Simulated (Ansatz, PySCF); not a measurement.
A small calculation by hand: transport gap, exciton binding and injection barriers

C3H4ClNSi, SMILES Cl[Si@@H]1C=CN=C1.

Geometry optimised at PBE0-D3(BJ)/def2-SVP. The structure was generated by enumeration; whether it is a known compound was not checked.

Gas-phase, vertical values: ionisation energy 9.16 eV and electron affinity 0.82 eV from ΔSCF with PBE/def2-SVPD (Ansatz, an electronic-structure program); S1 2.81 eV and T1 2.31 eV from TDA-PBE/def2-SVPD (PySCF). Assume, for the exercise, a film of permittivity 4.0, a cavity radius of 6.0 Å and electrodes of work function 5.3 eV (anode) and 2.9 eV (cathode), with aligned vacuum levels.

Problem. Work out the fundamental gap and exciton binding energy in the gas phase, the levels in the film by Born's model, the injection barriers and the thermal weight of S1 against T1 at 298 K.

Solution. 
Fundamental gap IE − EA = 8.34 eV; exciton binding = gap − S1 = 5.53 eV.
Born polarisation P = (14.3996 eV Å / 2r)(1 − 1/ε) = 0.90 eV. Film: IE = 8.26 eV, EA = 1.72 eV, transport gap 6.54 eV; with S1 unchanged the binding falls to 3.73 eV.
Hole barrier IE − Φ(anode) = 2.96 eV; electron barrier Φ(cathode) − EA = 1.18 eV (a negative value means no barrier, and the level would pin).
ΔE(ST) = S1 − T1 = 0.50 eV, and the triplet has three sublevels, so the ratio S1/T1 is (1/3) exp(−ΔE/kT) = 1.2e-9 with kT = 0.02569 eV: too wide a gap for thermal return to the singlet. All inputs carry the errors of their functional, and relaxed states would shift them.
